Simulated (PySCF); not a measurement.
# Computed records: Ge2H4NO, Al2GeH2O, AlGeH2O2, GeH2O2Si and others

All values are calculated (PySCF 2.14.0). Calculation on a computer-drawn molecule: optimised geometry and harmonic frequencies of an isolated molecule of the commonest isotopes, restricted reference for singlets and unrestricted otherwise, frozen core in MP2; on germanium a core potential holds 10 electrons, which the energies leave out, and 3d is frozen in MP2 and coupled-cluster steps.

Common to all runs: basis and core potential on germanium cc-pVDZ-PP ECP10MDF.

```json
{"entry": 1, "formula": "Ge2H4NO", "start_structure": {"atoms_angstrom": [["O", -2.6979, -1.012, 2.4544], ["Ge", -1.6713, -0.2166, 1.3184], ["N", -0.9302, 1.1379, 2.0698], ["Ge", 0.3828, 2.3126, 1.3617], ["H", -3.0826, -1.7756, 2.1107], ["H", -1.8113, -0.8427, -0.0305], ["H", 0.4239, 3.3664, 2.4418], ["H", 1.7326, 1.4497, 1.6869]]}, "given": {"charge": 0, "multiplicity": 2, "method": "HF", "basis": "cc-pVDZ", "drawn_bonds_atom": [1, 2, 3, 1, 2, 4, 4], "drawn_bonds_other_atom": [2, 3, 4, 5, 6, 7, 8], "drawn_bonds_order": [1, 2, 1, 1, 1, 1, 1]}, "results": {"optimised_atom_element": ["O", "Ge", "N", "Ge", "H", "H", "H", "H"], "optimised_atom_x [angstrom]": [-2.691, -1.691, -0.6365, 0.5178, -3.275, -2.009, 0.171, 1.96], "optimised_atom_y [angstrom]": [-1.235, -0.1856, 0.8596, 2.057, -1.81, -0.4592, 3.478, 1.715], "optimised_atom_z [angstrom]": [2.449, 1.47, 2.224, 1.457, 1.973, 0.006007, 1.947, 1.887], "modes_frequency [cm^-1]": [101.0, 102.4, 105.4, 225.7, 315.2, 511.8, 546.1, 684.9, 745.8, 780.1, 817.3, 925.6, 967.3, 1144, 2143, 2149, 2257, 4156], "modes_reduced_mass [dalton]": [1.387, 3.618, 8.4, 10.84, 1.075, 1.182, 8.517, 1.094, 1.114, 8.08, 1.092, 1.039, 1.138, 11.48, 1.015, 1.026, 1.021, 1.068], "rotational_constants [GHz]": [22.26, 0.9455, 0.9175], "total_energy [hartree]": -718.3329, "spin_squared": 0.7676, "convergence_status_largest_gradient_component [hartree/bohr]": 2.126e-05}}
{"entry": 2, "formula": "Al2GeH2O", "start_structure": {"atoms_angstrom": [["O", -0.6812, 3.4875, 0.757], ["Al", -0.2708, 2.0386, 0.7696], ["Ge", 0.864, -0.2465, 0.7877], ["Al", -1.4635, -0.2255, 1.7713], ["H", 2.3721, 0.2865, 0.9167], ["H", 0.3361, 0.1632, 2.5685]]}, "given": {"charge": 0, "multiplicity": 1, "method": "HF", "basis": "cc-pV(D+d)Z", "drawn_bonds_atom": [1, 2, 3, 3, 3], "drawn_bonds_other_atom": [2, 3, 4, 5, 6], "drawn_bonds_order": [2, 1, 1, 1, 1]}, "results": {"optimised_atom_element": ["O", "Al", "Ge", "Al", "H", "H"], "optimised_atom_x [angstrom]": [-0.5183, -0.04428, 0.478, -1.46, 1.75, 0.951], "optimised_atom_y [angstrom]": [3.998, 2.567, 0.2299, -1.569, -0.09503, 0.3725], "optimised_atom_z [angstrom]": [0.38, 0.8401, 1.503, 1.192, 0.6889, 2.967], "modes_frequency [cm^-1]": [51.62, 151.8, 171.9, 229.1, 248.4, 289.5, 580.4, 583.1, 933.8, 1191, 2145, 2145], "modes_reduced_mass [dalton]": [23.18, 5.263, 16.26, 1.255, 23.28, 24.51, 1.053, 1.065, 1.023, 19.09, 1.024, 1.016], "rotational_constants [GHz]": [5.624, 1.14, 0.9589], "total_energy [hartree]": -853.2139, "convergence_status_largest_gradient_component [hartree/bohr]": 2.03e-05}}
{"entry": 3, "formula": "Al2GeH2O", "start_structure": {"atoms_angstrom": [["O", -0.5183, 3.9982, 0.38], ["Al", -0.0443, 2.567, 0.8401], ["Ge", 0.478, 0.2299, 1.503], ["Al", -1.4596, -1.5686, 1.1921], ["H", 1.7499, -0.095, 0.6889], ["H", 0.951, 0.3725, 2.9666]]}, "given": {"charge": 0, "multiplicity": 1, "method": "MP2", "basis": "cc-pV(D+d)Z", "drawn_bonds_atom": [1, 2, 3, 3, 3], "drawn_bonds_other_atom": [2, 3, 4, 5, 6], "drawn_bonds_order": [2, 1, 1, 1, 1]}, "results": {"optimised_atom_element": ["O", "Al", "Ge", "Al", "H", "H"], "optimised_atom_x [angstrom]": [-0.5598, -0.03154, 0.4849, -1.475, 1.769, 0.9699], "optimised_atom_y [angstrom]": [4.013, 2.545, 0.2104, -1.525, -0.103, 0.3641], "optimised_atom_z [angstrom]": [0.3624, 0.8491, 1.509, 1.178, 0.6978, 2.974], "modes_frequency [cm^-1]": [40.16, 128.6, 142.1, 188.9, 250.2, 286.7, 512.7, 534.9, 875.5, 1022, 2100, 2109], "modes_reduced_mass [dalton]": [23.5, 6.155, 15.72, 1.217, 23.6, 26.0, 1.064, 1.047, 1.023, 19.16, 1.017, 1.024], "rotational_constants [GHz]": [5.411, 1.153, 0.9613], "total_energy [hartree]": -853.6103, "convergence_status_largest_gradient_component [hartree/bohr]": 3.303e-05}}
{"entry": 4, "formula": "AlGeH2O2", "start_structure": {"atoms_angstrom": [["O", -2.0502, 3.5887, 1.5245], ["Al", -1.0914, 2.3899, 1.2892], ["O", 0.0133, 1.0236, 0.993], ["Ge", 1.0406, -0.3431, 0.7107], ["H", 0.9932, -1.4061, 1.8615], ["H", 1.7606, -0.2471, -0.5681]]}, "given": {"charge": 1, "multiplicity": 1, "method": "HF", "basis": "cc-pV(D+d)Z", "drawn_bonds_atom": [1, 2, 3, 4, 4], "drawn_bonds_other_atom": [2, 3, 4, 5, 6], "drawn_bonds_order": [2, 1, 1, 1, 1]}, "results": {"optimised_atom_element": ["O", "Al", "O", "Ge", "H", "H"], "optimised_atom_x [angstrom]": [-2.015, -1.067, -0.02968, 0.9929, 1.006, 1.779], "optimised_atom_y [angstrom]": [3.569, 2.349, 1.015, -0.2999, -1.354, -0.2731], "optimised_atom_z [angstrom]": [1.528, 1.277, 1.004, 0.7368, 1.812, -0.5469], "modes_frequency [cm^-1]": [67.2, 77.07, 233.1, 251.3, 398.0, 665.1, 747.3, 899.2, 1056, 1250, 2349, 2389], "modes_reduced_mass [dalton]": [8.729, 13.83, 10.71, 15.63, 22.12, 1.149, 1.077, 1.094, 8.868, 17.78, 1.013, 1.03], "rotational_constants [GHz]": [136.8, 1.086, 1.078], "total_energy [hartree]": -685.9230, "convergence_status_largest_gradient_component [hartree/bohr]": 2.194e-05}}
{"entry": 5, "formula": "AlGeH2O2", "start_structure": {"atoms_angstrom": [["O", -2.0153, 3.5691, 1.5278], ["Al", -1.0665, 2.3488, 1.2772], ["O", -0.0297, 1.0153, 1.0043], ["Ge", 0.9929, -0.2999, 0.7368], ["H", 1.0055, -1.3544, 1.8116], ["H", 1.7792, -0.2731, -0.5469]]}, "given": {"charge": 1, "multiplicity": 1, "method": "MP2", "basis": "cc-pV(D+d)Z", "drawn_bonds_atom": [1, 2, 3, 4, 4], "drawn_bonds_other_atom": [2, 3, 4, 5, 6], "drawn_bonds_order": [2, 1, 1, 1, 1]}, "results": {"optimised_atom_element": ["O", "Al", "O", "Ge", "H", "H"], "optimised_atom_x [angstrom]": [-2.072, -1.086, -0.02117, 1.013, 1.027, 1.805], "optimised_atom_y [angstrom]": [3.642, 2.374, 1.004, -0.3262, -1.388, -0.3], "optimised_atom_z [angstrom]": [1.542, 1.282, 1.002, 0.7315, 1.813, -0.5605], "modes_frequency [cm^-1]": [22.64, 55.45, 155.2, 178.1, 363.5, 619.3, 696.2, 857.2, 986.1, 1129, 2271, 2321], "modes_reduced_mass [dalton]": [8.242, 13.98, 14.73, 17.12, 21.47, 1.124, 1.069, 1.085, 9.982, 16.66, 1.013, 1.03], "rotational_constants [GHz]": [135.1, 1.038, 1.03], "total_energy [hartree]": -686.4447, "convergence_status_largest_gradient_component [hartree/bohr]": 3.402e-06}}
{"entry": 6, "formula": "GeH2O2Si", "start_structure": {"atoms_angstrom": [["O", 0.7648, 2.5202, 1.2877], ["Ge", -0.343, 1.5851, 2.0785], ["Si", -2.599, 2.3294, 1.9336], ["O", -3.4842, 1.283, 2.8652], ["H", 0.4744, 0.2956, 2.8082], ["H", -3.1805, 0.4979, 3.3753]]}, "given": {"charge": 0, "multiplicity": 1, "method": "HF", "basis": "cc-pV(D+d)Z", "drawn_bonds_atom": [1, 2, 3, 2, 4], "drawn_bonds_other_atom": [2, 3, 4, 5, 6], "drawn_bonds_order": [2, 1, 1, 1, 1]}, "results": {"optimised_atom_element": ["O", "Ge", "Si", "O", "H", "H"], "optimised_atom_x [angstrom]": [0.9215, -0.3283, -2.765, -3.333, -0.04861, -2.815], "optimised_atom_y [angstrom]": [2.414, 1.676, 2.386, 1.168, 0.3899, 0.4762], "optimised_atom_z [angstrom]": [1.296, 2.026, 1.96, 2.904, 2.87, 3.293], "modes_frequency [cm^-1]": [51.55, 87.21, 211.3, 365.8, 393.7, 552.6, 773.9, 831.1, 920.0, 1042, 2059, 4126], "modes_reduced_mass [dalton]": [8.185, 7.505, 11.96, 10.68, 1.152, 1.137, 1.113, 1.405, 3.907, 17.08, 1.021, 1.068], "rotational_constants [GHz]": [13.14, 1.792, 1.577], "total_energy [hartree]": -733.1525, "convergence_status_largest_gradient_component [hartree/bohr]": 2.026e-05}}
{"entry": 7, "formula": "GeH2O2Si", "start_structure": {"atoms_angstrom": [["O", 0.9215, 2.4145, 1.2958], ["Ge", -0.3283, 1.6762, 2.0264], ["Si", -2.7649, 2.3863, 1.9599], ["O", -3.3325, 1.1682, 2.9037], ["H", -0.0486, 0.3899, 2.8696], ["H", -2.8147, 0.4762, 3.2931]]}, "given": {"charge": 0, "multiplicity": 1, "method": "MP2", "basis": "cc-pV(D+d)Z", "drawn_bonds_atom": [1, 2, 3, 2, 4], "drawn_bonds_other_atom": [2, 3, 4, 5, 6], "drawn_bonds_order": [2, 1, 1, 1, 1]}, "results": {"optimised_atom_element": ["O", "Ge", "Si", "O", "H", "H"], "optimised_atom_x [angstrom]": [1.039, -0.4387, -2.89, -3.181, -0.4775, -2.42], "optimised_atom_y [angstrom]": [2.286, 1.773, 2.402, 1.077, 0.4594, 0.5142], "optimised_atom_z [angstrom]": [1.364, 1.979, 1.971, 2.94, 2.896, 3.198], "modes_frequency [cm^-1]": [78.85, 96.81, 218.0, 353.0, 384.3, 674.0, 723.1, 847.0, 918.4, 940.8, 1853, 3621], "modes_reduced_mass [dalton]": [13.22, 8.303, 11.21, 12.63, 1.149, 1.082, 1.13, 5.918, 9.693, 1.259, 1.021, 1.067], "rotational_constants [GHz]": [14.05, 1.814, 1.607], "total_energy [hartree]": -733.7119, "convergence_status_largest_gradient_component [hartree/bohr]": 9.622e-06}}
{"entry": 8, "formula": "CH5GeOSi", "start_structure": {"atoms_angstrom": [["Si", -0.4014, 2.1066, -0.7961], ["O", 0.8682, 1.2611, -0.9595], ["C", 1.8269, 0.2522, -0.8391], ["Ge", 1.8326, -1.0373, 0.4694], ["H", -1.3824, 1.8221, 0.1933], ["H", -0.3331, 3.2085, -1.7727], ["H", 2.7036, 0.4924, -1.4183], ["H", 0.5974, -1.4205, 1.2039], ["H", 2.8763, -2.0631, 0.2452]]}, "given": {"charge": 1, "multiplicity": 1, "method": "HF", "basis": "cc-pV(D+d)Z", "drawn_bonds_atom": [1, 2, 3, 1, 1, 3, 4, 4], "drawn_bonds_other_atom": [2, 3, 4, 5, 6, 7, 8, 9], "drawn_bonds_order": [1, 1, 2, 1, 1, 1, 1, 1]}, "results": {"optimised_atom_element": ["Si", "O", "C", "Ge", "H", "H", "H", "H", "H"], "optimised_atom_x [angstrom]": [-0.3653, 0.4216, 1.611, 1.94, -1.643, 0.1745, 2.257, 0.9649, 3.227], "optimised_atom_y [angstrom]": [2.215, 0.9603, 0.2335, -1.245, 2.436, 3.097, 0.6659, -1.761, -1.98], "optimised_atom_z [angstrom]": [-0.866, -0.4081, -0.617, 0.3089, -0.2104, -1.894, -1.368, 1.337, 0.04318], "modes_frequency [cm^-1]": [108.1, 119.2, 246.0, 286.0, 444.2, 528.9, 539.7, 728.2, 742.6, 770.8, 804.2, 906.1, 971.7, 1037, 1267, 1438, 2340, 2358, 2442, 2498, 3376], "modes_reduced_mass [dalton]": [3.248, 3.725, 5.467, 1.206, 1.878, 1.409, 1.095, 1.332, 1.15, 1.11, 2.779, 1.053, 1.961, 1.531, 11.32, 1.265, 1.016, 1.025, 1.027, 1.061, 1.09], "rotational_constants [GHz]": [32.07, 1.124, 1.086], "total_energy [hartree]": -697.6233, "convergence_status_largest_gradient_component [hartree/bohr]": 8.861e-06}}
{"entry": 9, "formula": "GeH6NSi", "start_structure": {"atoms_angstrom": [["Si", 2.3498, 0.7855, -0.8657], ["N", 0.886, 1.2584, -1.5957], ["Ge", -0.2055, 0.5547, -3.0584], ["H", 3.0206, -0.2752, -1.503], ["H", 2.8083, 1.6086, 0.1945], ["H", 0.4052, 2.0751, -1.1319], ["H", -1.3742, 0.184, -2.3844], ["H", 0.6493, -0.6031, -3.5053], ["H", -0.2987, 1.7604, -3.9366]]}, "given": {"charge": 1, "multiplicity": 1, "method": "HF", "basis": "cc-pV(D+d)Z", "drawn_bonds_atom": [1, 2, 1, 1, 2, 3, 3, 3], "drawn_bonds_other_atom": [2, 3, 4, 5, 6, 7, 8, 9], "drawn_bonds_order": [1, 1, 1, 1, 1, 1, 1, 1]}, "results": {"optimised_atom_element": ["Si", "N", "Ge", "H", "H", "H", "H", "H", "H"], "optimised_atom_x [angstrom]": [2.301, 0.8704, -0.1689, 3.0, 2.875, 0.4225, -1.478, 0.7017, -0.2824], "optimised_atom_y [angstrom]": [0.8441, 1.294, 0.5686, -0.2894, 1.564, 2.085, 0.1412, -0.5792, 1.72], "optimised_atom_z [angstrom]": [-0.92, -1.541, -3.025, -1.514, 0.2125, -1.097, -2.395, -3.504, -4.003], "modes_frequency [cm^-1]": [101.1, 184.8, 266.5, 461.2, 628.3, 650.4, 751.7, 775.7, 788.2, 920.8, 942.9, 951.5, 1017, 1112, 1290, 2303, 2319, 2320, 2434, 2475, 3725], "modes_reduced_mass [dalton]": [1.225, 4.16, 1.29, 3.404, 1.069, 1.042, 1.286, 1.101, 1.458, 1.098, 1.024, 1.022, 1.074, 2.262, 1.585, 1.018, 1.016, 1.026, 1.027, 1.061, 1.076], "rotational_constants [GHz]": [27.75, 1.996, 1.908], "total_energy [hartree]": -640.0227, "convergence_status_largest_gradient_component [hartree/bohr]": 2.106e-05}}
{"entry": 10, "formula": "BGeH5NSi", "start_structure": {"atoms_angstrom": [["Si", -2.0321, -1.4528, 1.6476], ["N", -1.0521, -0.0861, 1.2856], ["B", -0.5603, 1.1011, 1.0498], ["Ge", 1.7329, 0.973, 1.033], ["H", -2.3972, -1.7551, 3.0046], ["H", -2.3934, -2.2358, 0.5068], ["H", -0.8365, 2.1577, 0.9169], ["H", 2.815, 2.0932, 0.8587], ["H", 2.7083, -0.2053, 1.2883]]}, "given": {"charge": 1, "multiplicity": 1, "method": "HF", "basis": "cc-pV(D+d)Z", "drawn_bonds_atom": [1, 2, 3, 1, 1, 3, 4, 4], "drawn_bonds_other_atom": [2, 3, 4, 5, 6, 7, 8, 9], "drawn_bonds_order": [2, 1, 1, 1, 1, 1, 1, 1]}, "results": {"optimised_atom_element": ["Si", "N", "B", "Ge", "H", "H", "H", "H", "H"], "optimised_atom_x [angstrom]": [-1.88, -0.9838, -0.4394, 1.683, -2.155, -2.394, -0.9237, 2.42, 2.658], "optimised_atom_y [angstrom]": [-1.342, -0.04291, 1.189, 0.986, -1.978, -2.008, 2.274, 0.7412, 0.7707], "optimised_atom_z [angstrom]": [1.464, 1.362, 1.295, 1.094, 2.751, 0.2686, 1.329, -0.2215, 2.25], "modes_frequency [cm^-1]": [33.26, 74.62, 176.1, 217.0, 231.4, 410.3, 442.9, 659.3, 748.1, 758.5, 834.4, 893.1, 945.7, 1058, 1101, 1676, 2260, 2273, 2419, 2445, 2794], "modes_reduced_mass [dalton]": [5.596, 1.056, 2.687, 6.957, 1.126, 1.083, 2.431, 1.586, 1.245, 1.169, 1.499, 3.526, 1.05, 1.1, 1.28, 9.786, 1.018, 1.025, 1.028, 1.059, 1.105], "rotational_constants [GHz]": [15.14, 1.136, 1.085], "total_energy [hartree]": -664.0992, "convergence_status_largest_gradient_component [hartree/bohr]": 4.311e-06}}
```
